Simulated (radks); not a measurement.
Ba V, 52 electrons, occupied as [Kr] 4d10 5s2 5p4.

Method: Dirac Kohn-Sham, PBEsol, spin-unpolarised, spherical densities, finite nucleus; open shells fill j = l - 1/2 first; Fermi nuclear charge, rms radius 4.8378 fm; computed with a radial shooting solver on a logarithmic mesh with Libxc functionals.

Energy parts (hartree):
part                       energy
total                  -8132.1752
kinetic                 8680.1885
electron-nucleus      -19705.3774
Hartree                 3086.7576
exchange-correlation    -193.7440

Orbitals (lengths in bohr, moments of r in powers of bohr):
orbital  occ.  eigenvalue (hartree)      <r^2>
1s1/2       2             -1368.879  0.0008890
2s1/2       2             -217.5404    0.01416
2p1/2       2             -205.0403    0.01041
2p3/2       4             -191.0214    0.01168
3s1/2       2             -47.07071    0.09742
3p1/2       2             -41.82012    0.09218
3p3/2       4             -39.11048    0.09993
3d3/2       4             -29.88645    0.08264
3d5/2       6             -29.30855    0.08485
4s1/2       2             -10.39302     0.5122
4p1/2       2              -8.48290     0.5516
4p3/2       4              -7.91518     0.5952
4d3/2       4              -4.79108     0.7279
4d5/2       6              -4.69420     0.7458
5s1/2       2              -2.57734      2.770
5p1/2       2              -2.04366      3.372
5p3/2       2              -1.95162      3.616

The highest occupied level is 5p3/2 at -53.106 eV. The electron density at the nucleus is 3.223e+05 e/bohr^3. Summed over all electrons, <r^2> = 33.13 bohr^2, which gives a Langevin (diamagnetic) susceptibility term of -26.2 x 10^-6 cm^3/mol. The density falls to 0.001 e/bohr^3 at r = 3.38 bohr. For comparison, the ionisation energy in NIST's Atomic Spectra Database is 58 eV (theoretical). In exact Kohn-Sham theory the highest level is minus the ionisation energy, but local and semilocal functionals leave it too shallow, through self-interaction and a potential that decays too fast; potentials with the right tail come closer.

Beside tabulated values, note that spin-unpolarised runs miss the spin-polarisation part of the exchange energy of open shells.
